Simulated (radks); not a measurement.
The numbers below are computed, except where a source is named.
Trend from Lu+ to Hg+: ionisation energy by Delta-SCF between NIST ground configurations, and size. Code: a radial shooting solver on a logarithmic mesh with Libxc functionals. Model: scalar-relativistic Kohn-Sham, LDA (Slater exchange, Perdew-Wang correlation), spin-unpolarised, spherical densities, finite nucleus; Fermi nuclear charge, rms radius of each element as measured or else 0.836 A^(1/3) + 0.57 fm.

species,configuration,IE (eV),NIST (eV),kind,-e(HOMO) (eV),r at 0.001 e/bohr^3 (bohr)
Lu+,[Xe] 4f14 6s2,14.564,14.13,semi-emp.,11.286 (6s),4.61
Hf+,[Xe] 4f14 5d1 6s2,15.951,14.61,theory,10.950 (5d),4.57
Ta+,[Xe] 4f14 5d3 6s1,15.297,16.2,semi-emp.,10.759 (5d),4.37
W+,[Xe] 4f14 5d4 6s1,16.014,16.4,semi-emp.,11.997 (5d),4.31
Re+,[Xe] 4f14 5d5 6s1,16.666,16.6,semi-emp.,12.989 (6s),4.23
Os+,[Xe] 4f14 5d6 6s1,17.270,17,semi-emp.,13.462 (6s),4.16
Ir+,[Xe] 4f14 5d7 6s1,17.836,17.0,semi-emp.,13.903 (6s),4.09
Pt+,[Xe] 4f14 5d9,20.260,18.6,exp.,14.593 (5d),3.85
Au+,[Xe] 4f14 5d10,21.502,20.20,exp.,15.620 (5d),3.78
Hg+,[Xe] 4f14 5d10 6s1,19.380,18.757,exp.,15.096 (6s),3.89

Reference values: NIST Atomic Spectra Database (exp. = measured, semi-emp. = semi-empirical, theory = theoretical value adopted there). Spin polarisation and multiplet splitting are left out, so open shells lie too high by an amount that depends on their filling. Spin-orbit splitting is averaged out at the scalar-relativistic level.

Beside tabulated values, note that spin-unpolarised runs miss the spin-polarisation part of the exchange energy of open shells.
